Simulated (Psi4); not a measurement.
Pair of molecules, SMILES Cl with SMILES Br (the first has 2 atoms); geometry from B3LYP-D3(BJ)/def2-TZVP, rigid monomers moved along the line of their centres of mass till Cl1···H4 is 3.54 Å.
(charge 0, multiplicity 1):
```xyz
4

Cl     0.53482    -0.46597    -0.22562
H      0.80027     0.78568    -0.12357
Br     0.08296    -0.27866     4.69713
H      0.16094    -0.56137     3.29704
```

Method: SAPT0/aug-cc-pVDZ run with Psi4 1.11.

Problem. Which attractive term is largest, and how does the interaction split up?

Solution. electrostatics -2.4, exchange 0.6, induction -0.4, dispersion -1.6, total -3.8 kJ/mol; the largest attraction is electrostatics.
